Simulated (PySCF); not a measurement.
**Excitation energy of Xe²⁺ by level of theory**

Xe²⁺ [Kr] 4d10 5s2 5p4 (3P) → Xe²⁺ [Kr] 4d10 5s2 5p3 5d1 (5D), as a difference of total energies. Calculation: PySCF 2.14, in aug-cc-pVTZ-PP with one added diffuse shell each of d, f type with ECP28MDF (6s5p5d3f, 67 functions); scalar relativity through the core potential. Correlated levels: valence: 4s2 4p6 4d10 frozen. The calculations carry no spin-orbit coupling.

```
           method  excitation energy (eV)
              UHF                  12.550
    MP2 (valence)                  12.969
SCS-MP2 (valence)                  13.114
   CCSD (valence)                  13.039
CCSD(T) (valence)                  13.053
```

**Question.** How much does correlation contribute at CCSD(T) (valence)?

**Answer.** 13.053 − (12.550) = 0.503 eV, measured against UHF.

The promoted electron is Rydberg-like, and one or two diffuse shells describe it only roughly, which tends to raise the upper state.
